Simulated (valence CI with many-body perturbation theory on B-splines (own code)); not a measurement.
**Hf⁶⁶⁺: input, log and results**

Calculated by valence CI with perturbative core correlation (CI+MBPT): four valence electrons over a frozen Dirac-Fock core [He], radial functions for each j: 5 s, 5 p, 4 d, 2 f, with the one-electron correlation potential Σ1 (screened to all orders), the two-electron term Σ2, the three-electron term Σ3, Breit, model QED; selected single and double excitations, second order for the rest, scaled by the run's own slope (own B-spline code, finite nucleus).

Command, and the settings that its task file holds:

```sh
python run_cv.py task.json out
```

```
atom Hf  Z=72  mass_number=180  rms_radius_fm=5.3470
core [He]
valence 2s2 2p2
avg = 1
basis = S
breit = 1
cap = 20000
capref = 1200
cscale = 1
de = 0.0
dress = 0
eps = 2e-08
extrap = 1
h = 0.27
hh = 1
l2 = 3
lcore = 6
maxit = 60
n2 = 5
natural = 1
nlev = 30
nno = [2, 2, 2, 1, 0]
nroot = 26
nsp = [3, 3, 2, 1, 0]
pt2 = 1
qed = 1
rpa = 1
s1 = 1
s2 = 1
s3 = 1
screen = 1
tol = 2e-05
whole = 1
```

It took 6.2 s on 1 thread of Arm Neoverse V2 (shared host).

Log. The first blocks belong to the next ion, which gives the ionisation energy. Fields: 2J, parity (1 odd), roots, reference size, generating configurations, candidates as configurations/state functions, variational space P, stored matrix elements, Davidson steps; e2 is the range of second-order energies in hartree. The first line gives the box (bohr), its intervals, the orbitals and the steps of their self-consistent field. Window is the range of levels sought, series limit the energy at which the first omitted orbital would enter, core excitation an estimate of the first excitation out of the core, left out the lowest levels not solved, and shifts from estimates the range by which levels moved from their first estimate, all in cm⁻¹.

```
rmax 0.9 intervals 52 orbitals 27 references ['2s2 2p2', '2s 2p3', '2p4'] scf 2 t 0.3
2J=1 par=1 roots 2 ref 40 generators 2 cand 378/534 P 334/494 nnz 0 it 0
2J=1 par=1 roots 2 ref 40 generators 2 cand 76/80 P 343/505 nnz 0 it 0
   second order: generators 2 cand 67/69 e2 -0.00000 -0.00000
reference levels 486, estimated 335, window 83039312 1/cm; series limit 107579832, core excitation 447419131
2J=0 par=0 roots 7 ref 32 generators 9 cand 394/576 P 1820/2765 nnz 6.2e+05 it 4
2J=0 par=0 roots 7 ref 32 generators 12 cand 508/820 P 1877/2855 nnz 6.6e+05 it 4
   second order: generators 16 cand 689/1186 e2 -0.00000 -0.00000
2J=2 par=0 roots 7 ref 67 generators 10 cand 1316/4482 P 1534/4697 nnz 2e+06 it 4
2J=2 par=0 roots 7 ref 67 generators 15 cand 968/3657 P 1872/5883 nnz 3e+06 it 4
   second order: generators 18 cand 900/3858 e2 -0.00001 -0.00000
2J=4 par=0 roots 8 ref 73 generators 12 cand 1693/8106 P 1476/5091 nnz 2.5e+06 it 4
2J=4 par=0 roots 8 ref 73 generators 17 cand 1392/7380 P 1941/7200 nnz 4.5e+06 it 5
   second order: generators 18 cand 927/5271 e2 -0.00002 -0.00000
2J=4 par=1 roots 8 ref 71 generators 10 cand 1637/7217 P 1421/5091 nnz 2.5e+06 it 4
2J=4 par=1 roots 8 ref 71 generators 14 cand 1435/7352 P 1850/7017 nnz 4.4e+06 it 4
   second order: generators 17 cand 1006/5426 e2 -0.00001 -0.00000
2J=2 par=1 roots 9 ref 66 generators 11 cand 1294/4444 P 1616/4886 nnz 2.2e+06 it 4
2J=2 par=1 roots 9 ref 66 generators 16 cand 932/3570 P 1887/5898 nnz 3e+06 it 4
   second order: generators 19 cand 930/3873 e2 -0.00001 -0.00000
2J=6 par=1 roots 3 ref 48 generators 5 cand 1075/4913 P 1193/3999 nnz 1.7e+06 it 4
2J=6 par=1 roots 3 ref 48 generators 7 cand 1085/6265 P 1478/5282 nnz 2.8e+06 it 4
   second order: generators 10 cand 1125/6111 e2 -0.00001 -0.00000
2J=0 par=1 roots 4 ref 25 generators 6 cand 397/558 P 1783/2750 nnz 6.2e+05 it 4
2J=0 par=1 roots 4 ref 25 generators 9 cand 509/798 P 1830/2816 nnz 6.5e+05 it 4
   second order: generators 10 cand 462/732 e2 -0.00000 -0.00000
2J=6 par=0 roots 2 ref 46 generators 5 cand 1223/6012 P 1168/3998 nnz 1.7e+06 it 4
2J=6 par=0 roots 2 ref 46 generators 7 cand 1127/6273 P 1425/5160 nnz 2.7e+06 it 4
   second order: generators 9 cand 971/5553 e2 -0.00001 -0.00001
left out: unestimated 120347148, estimated 90583916, shifts from estimates -0 to 50
operators 0.1
```

The Davidson iterations converged.

The last digits are not significant, and no measured levels were compared; by estimate large intervals hold to a few tenths of a per cent, small ones and those within an open d or f shell to about a per cent.

```
Valence energy                            : -2632.83 hartree
Ionisation energy                         : 17283 eV (NIST: 17280 ± 40 eV (theoretical))
Reference configurations for the orbitals : 2s2 2p2, 2s 2p3, 2p4
Radial orbitals                           : 27
Box radius                                : 0.8712 bohr
Largest variational space                 : 7200
Lowest levels                             : (2s^2 2p1/2^2) J=0 0.00, (2s^2 2p1/2 2p3/2) J=1 10025, (2s^2 2p1/2 2p3/2) J=2 10172, (2s 2p1/2^2 2p3/2) J=2 12355, (2s 2p1/2^2 2p3/2) J=1 13042, (2s^2 2p3/2^2) J=2 20379, (2s^2 2p3/2^2) J=0 20867, (2s 2p1/2 2p3/2^2) J=2 [a] 22156, (2s 2p1/2 2p3/2^2) J=3 22511, (2s 2p1/2 2p3/2^2) J=0 22994, (2s 2p1/2 2p3/2^2) J=1 [a] 23171, (2s 2p1/2 2p3/2^2) J=2 [b] 23247, (2s 2p1/2 2p3/2^2) J=1 [b] 23281, (2p1/2^2 2p3/2^2) J=2 25713 × 10³ cm⁻¹
```

Levels are named by their leading jj configuration (3d3/2^4 stands for four electrons in 3d with j = 3/2), which in mixed levels can hold well under half, so a name can repeat and another be missing. Letters in brackets count levels of one name in rising energy.
